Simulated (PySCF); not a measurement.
# Potential energy of AlTe along the bond

Set-up: Al x2c-SVPall, Te x2c-SVPall; spin-free X2C with a Gaussian nucleus (PySCF 2.14). Energies in eV from Al + Te in their ground configurations at the same level. State: ²Σ⁺ (doublet), unpaired electrons σ ↑.

All columns are PBE0. A positive dipole means Al(−)Te(+).

```
R (Å)  E (eV)  μ (D)  Mulliken charge on Al (basis-dependent)  HOMO (eV)  LUMO (eV)  Mayer bond order  ⟨S²⟩
2.038  -2.035  -1.91                                     0.13      -6.62      -3.64              2.39  0.75
2.133  -2.698  -2.14                                     0.17      -6.73      -3.80              2.31  0.76
2.228  -3.055  -2.36                                     0.21      -6.58      -3.95              2.23  0.76
2.299  -3.177  -2.51                                     0.24      -6.46      -4.05              2.17  0.76
2.370  -3.207  -2.67                                     0.26      -6.34      -4.14              2.10  0.76
2.441  -3.169  -2.81                                     0.28      -6.23      -4.22              2.02  0.76
2.536  -3.045  -3.01                                     0.29      -6.10      -4.30              1.91  0.76
2.654  -2.818  -3.27                                     0.31      -5.94      -4.37              1.76  0.76
2.797  -2.498  -3.62                                     0.33      -5.76      -4.39              1.59  0.76
2.986  -2.060  -4.18                                     0.34      -5.53      -4.33              1.39  0.76
```

A fit through these points gives, at Re = 2.362 Å, μ = -2.65 D and dμ/dR = -2.11 D/Å; the reduced mass is 22.34 u.

**Question.** How strong is the fundamental in the double-harmonic approximation, I = 42.26·(dμ/dR)²/μred km/mol?

**Answer.** I = 42.26·(-2.11)²/22.34 = 8.42 km/mol at PBE0.

Spin–orbit coupling is left out, which matters for elements this heavy, above all for dissociation energies. The state is the lowest determinant that a PBE0 search found; another state may lie lower at other levels.
